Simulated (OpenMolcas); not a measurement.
Co5+: effect of the active space

```json
{
 "Program": "OpenMolcas",
 "Method": "SS-CASPT2 or its RAS form, IPEA 0.25 Eh, imaginary shift 0.1 Eh",
 "Basis": "ANO-RCC-VQZP",
 "Scalar Hamiltonian": "DKH2, point nucleus",
 "Spin-orbit coupling": "state interaction with AMFI integrals over the reference wave functions, term energies averaged over their components"
}
```

A. 4 electrons in 5 orbitals (3d); 2S+1 = 5 even, 5 roots; 2S+1 = 3 even, 45 roots; 2S+1 = 1 even, 50 roots; closed shells correlated: 3s 3p; CASPT2 step about 70 core-seconds
B. 10 electrons in 8 orbitals (RAS1 3p, at most 2 holes; RAS2 3d); 2S+1 = 5 even, 5 roots; 2S+1 = 3 even, 45 roots; 2S+1 = 1 even, 44 roots; closed shells correlated: 3s; CASPT2 step roughly 80 core-seconds
C. 4 electrons in 10 orbitals (3d 4d); 2S+1 = 5 even, 5 roots; 2S+1 = 3 even, 45 roots; 2S+1 = 1 even, 44 roots; closed shells correlated: 3s 3p; CASPT2 step of the order of 11 core-minutes

Energies in cm⁻¹ above 3d⁴ ⁵D₀, the measured ground level; measured values from Sugar and Corliss, J. Phys. Chem. Ref. Data 10, 1097 (1981).

```csv
Level,A,B,C,Measured
3d⁴ ⁵D₀,0.0,0.0,0.0,0.0
3d⁴ ⁵D₁,211,215,212,204
3d⁴ ⁵D₂,614,627,618,589
3d⁴ ⁵D₃,1183,1208,1194,1125
3d⁴ ⁵D₄,1893,1932,1913,1782
3d⁴ ³P₀(1),27490,27830,27680,27166
3d⁴ ³H₄,28690,28710,28770,28377
3d⁴ ³P₁(1),28740,29120,28940,28462
3d⁴ ³H₅,29160,29190,29260,28806
3d⁴ ³H₆,29660,29690,29790,29234
3d⁴ ³P₂(1),30810,31240,31020,30506
3d⁴ ³F₂(1),30960,31280,31120,30555
3d⁴ ³F₃(1),31060,31390,31230,30635
3d⁴ ³F₄(1),31280,31640,31470,30817
3d⁴ ³G₃,34590,34860,34680,34026
3d⁴ ³G₄,35100,35380,35210,34475
3d⁴ ³G₅,35510,35790,35650,34855
3d⁴ ³D₃,42580,43140,42700,41676
3d⁴ ³D₂,42750,43310,42870,41856
3d⁴ ³D₁,42940,43500,43040,42098
3d⁴ ¹G₄(1),43020,43340,43220,41926
3d⁴ ¹I₆,43590,43340,43740,42800
3d⁴ ¹F₃,61180,61470,61440,59930
3d⁴ ³P₂(2),71840,71990,71940,70164
```

Deviations, from unrounded energies. A percentage is the sum of absolute deviations over the sum of measured energies, with the sign that they share, or ± where signs differ.

| Against measurement | Levels | A | B | C |
| --- | --- | --- | --- | --- |
| mean absolute deviation (cm-1) | 23 | 560 | 790 | 680 |
| fine structure of the ground term (%) | 4 | +5.4 | +7.7 | +6.4 |
| other terms of the ground configuration (%) | 19 | +1.8 | +2.5 | +2.2 |

A lies closest to measurement on these levels and B furthest from it. The largest miss of A in the table is 3d⁴ ³P₂(2), by +1700 cm-1. The ranking rests on the paired levels alone, and a cruder setting can come out closer through cancelling errors.

The spin-orbit steps hold different terms of 3d⁴ (B lacks a ¹D, a ¹S; C lacks a ¹D, a ¹S), which shifts levels as well.

Among A to C the level of the table that moves most is 3d⁴ ³D₃, by 560 cm-1 (lowest in A, highest in B). Moves below CASPT2's spread within the term are not significant.

CASPT2 breaks the degeneracy within a term, and the mean is taken; among the terms shown or strongly mixed into the levels shown the widest spread is 350 cm-1 (3d⁴ ¹I, A). The CASPT2 spread within a term exceeds the gap to the next term for 3d⁴ ³D and 3d⁴ ¹G(1), so the order of their levels is uncertain (figures for A; the like holds for B, C). Active for correlation alone: 3p; no level in the range computed is led by a configuration that opens it, so any true level of that kind is missing (holds for B). Active for correlation alone: 4d; no level in the range computed is led by a configuration that fills it, so any true level of that kind is missing (holds for C). Computed and measured levels are paired by configuration, term and J; levels that our copy of the source lacks, or whose pairing is in doubt (as where it misses far off the trend of its configuration), stay unpaired and out of the deviations. Only configurations of the active space appear. Levels that lie high or do not pair safely by name in every column are left out.

A number in round brackets counts repeated terms of one configuration in the order of the reference energies.
